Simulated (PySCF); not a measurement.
**Two-component Hartree-Fock for Hf (hafnium, neutral)**

Start: [Xe] 4f14 5d1 6s2 6p1; 5d5/2 filled at m_j = +5/2; 6p3/2 filled at m_j = +3/2. Calculated with PySCF 2.14 in x2c-TZVPall-2c: generalised Hartree-Fock with the X2C-1e Hamiltonian and a Gaussian nucleus; spin-orbit coupling (SO) screened by Boettger's factors. This is a chosen level, not necessarily the ground level.

| spinor shell | electrons | ε, screened SO (eV) | weight of nominal j (screened SO) | rms radius, screened SO (bohr) |
| --- | --- | --- | --- | --- |
| 1s1/2 | 2 | -65676.4 | 1.000 | 0.0215 |
| 2s1/2 | 2 | -11369.3 | 1.000 | 0.0869 |
| 2p1/2 | 2 | -10838.5 | 1.000 | 0.0740 |
| 2p3/2 | 4 | -9641.2 | 1.000 | 0.0812 |
| 3s1/2 | 2 | -2651.8 | 1.000 | 0.222 |
| 3p1/2 | 2 | -2416.7 | 1.000 | 0.214 |
| 3p3/2 | 4 | -2155.5 | 1.000 | 0.228 |
| 3d3/2 | 4 | -1761.9 | 1.000 | 0.202 |
| 4s1/2 | 2 | -566.87 | 1.000 | 0.498 |
| 4p1/2 | 2 | -469.15 | 1.000 | 0.508 |
| 4p3/2 | 4 | -408.85 | 1.000 | 0.541 |
| 4d3/2 | 4 | -247.72 | 1.000 | 0.571 |
| 4d5/2 | 6 | -236.41 | 1.000 | 0.583 |
| 5s1/2 | 2 | -83.104 | 1.000 | 1.22 |
| 5p1/2 | 2 | -52.011 | 0.998 | 1.36 |
| 5p3/2 | 4 | -44.030 | 0.999 | 1.47 |
| 4f5/2 | 6 | -34.810 | 0.998 | 0.742 |
| 4f7/2 | 8 | -33.125 | 0.998 | 0.748 |
| 6s1/2 | 2 | -8.864 | 0.774 | 3.44 |
| 5d5/2 | 1 | -9.233 | 1.000 | 2.64 |
| 6p3/2 | 1 | -4.765 | 0.999 | 4.94 |

Problem. Where does 3d5/2 lie, and what is the 3d spin-orbit splitting (screened SO)?

Solution. At -1705.5 eV, 56.471 eV above 3d3/2.

```csv
quantity,screened SO
E (hartree),-15082.71509
M_J,4
⟨J²⟩,22.567
⟨L²⟩,14.647
⟨S²⟩,2.839
```

The determinant has a definite M_J but mixes levels of different J.

Each row is a mean over spinors that exchange with the open shell spreads, by up to 2.775 eV (5p3/2).

Rows whose weight is well below 1 are mixtures of j = l ± 1/2: exchange outweighs spin-orbit coupling there, and the label is only the starting occupation.

Breit and QED terms are absent; they matter most for the inner s and p1/2 levels.

Densities and radii are taken from the X2C orbitals without a picture-change correction, which distorts them close to the nucleus.
